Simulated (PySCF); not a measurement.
# Calculated NMR parameters of OB(O)c1ccncc1

```
Formula                               : C5H6BNO2
SMILES                                : OB(O)c1ccncc1
Point group of the computed structure : C1
Carbon signals                        : 3
Proton signals                        : 3
```

Atom-mapped SMILES (the numbers label the heavy atoms): `[OH:1][B:2]([OH:3])[c:4]1[cH:5][cH:6][n:7][cH:8][cH:9]1`; H(Xn) means a hydrogen on atom n.

- spin–spin couplings from B3LYP/pcJ-1 (spin–dipole term only in couplings to heteroatoms)
- PBE0-D3(BJ)/def2-SVP geometry
- σ from GIAO-PBE0/pcSseg-1
- program: PySCF
- in vacuum, non-relativistic Hamiltonian, one computed conformer, averaged over atoms made equivalent by symmetry, fast rotation or ring inversion

Shifts are taken against calculated references (same method and geometry level): $^{1}$H and $^{13}$C vs TMS; BF3·OEt2 for $^{11}$B; NH3 for $^{15}$N; $^{17}$O vs H2O.

```tsv
carbon	δC, type	δH (multiplicity, J in Hz)	HMBC from (abs. J ≥ 3 Hz)	span of the C tensor (ppm)
C4	141.8, C	–	H(C6)/H(C8), H(C5)/H(C9)	254
C5/C9	132.2, CH	7.47 (dd, 5.4, 1.1)	H(C6)/H(C8), H(C5)/H(C9)	240
C6/C8	155.8, CH	8.88 (dd, 5.4, 1.1)	H(C6)/H(C8), H(C5)/H(C9)	229
```

Other nuclei:
| atoms | nucleus | environment | δ (ppm) | σ (ppm) |
| --- | --- | --- | --- | --- |
| H(O1)/H(O3) | $^{1}$H | hydrogen on an oxygen bonded to B | 4.43 | 26.84 |
| B2 | $^{11}$B | boron bonded to C, 2 O | 26.9 | 73.8 |
| N7 | $^{15}$N | pyridine-type ring nitrogen | 372.8 | -107.2 |
| O1/O3 | $^{17}$O | oxygen bonded to B, H | 110.0 | 224.5 |

Selected couplings (Hz, signed; the shortest-range and largest first, 30 at most; isotopes $^{13}$C, $^{1}$H, $^{11}$B, $^{15}$N): $^{1}J$(C6,H(C6)) 186.4, $^{1}J$(C5,H(C5)) 167.4, $^{1}J$(B2,C4) 85.8, $^{2}J$(N7,H(C6)) -12.8, $^{2}J$(B2,C5) 1.8, $^{3}J$(H(C5),H(C6)) 5.4, $^{3}J$(B2,H(C5)) 4.4, $^{3}J$(B2,C6) 3.5, $^{3}J$(N7,H(C5)) -1.3.

1. δC 155.8: aromatic CH next to a ring nitrogen; the adjacent pyridine-type nitrogen withdraws density from it.
2. δC 141.8: substituted aromatic carbon.
3. δC 132.2: aromatic CH; the aromatic region.
4. δH 8.88: hydrogen on an aromatic CH next to a ring nitrogen; ring current plus the neighbouring ring nitrogen.
5. δH 4.43: hydrogen on an oxygen bonded to B; exchangeable, gas-phase position.
6. The protons at 7.47 and 8.88 share a coupling of 5.4 Hz (vicinal, an ortho-type coupling).

OH/NH shifts are gas-phase values; hydrogen bonding in solution moves them, usually downfield. A carbon bonded to boron is broadened by the quadrupolar boron nucleus and is often missing from a measured spectrum. Splittings below 1 Hz are ignored in the labels, and close J values are merged. Couplings among chemically equivalent protons are left out too, so labels in AA′BB′ or AA′XX′ sets are apparent multiplicities. Unscaled 3J(H,H) at this level run about 10 % above measured values. Shifts are as computed. Against solution values, carbons near 30 ppm lie about +2 ppm off and those near 130 ppm about +5 ppm. Of 1211 compounds with measured shifts, 218 miss one by over three times the rms of a fit or turn the order of signals round; such compounds aren't used in these exercises. Experimental scales use liquid or dissolved standards, which lie at an offset from isolated NH3 (liquid NH3: subtract about 20 ppm) and H2O (liquid H2O: subtract about 36 ppm). Unscaled 15N shifts of sp2 nitrogen come out 20 to 40 ppm too high even then.
